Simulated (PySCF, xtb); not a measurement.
F₅Si, SMILES F[Si-](F)(F)(F)F, charge -1.

xtb 6.7.1 with GFN2-xTB at its own geometry gives an orbital gap of 9.19 eV.

The structure is a stationary point at TPSSh-D3(BJ)/def2-SVPD.

Question: What does PBE/def2-SVPD run with PySCF give? (An estimate is asked for; the answer gives what the named calculation found.)

Answer: gap 7.14 eV (levels -3.27 and 3.87 eV).
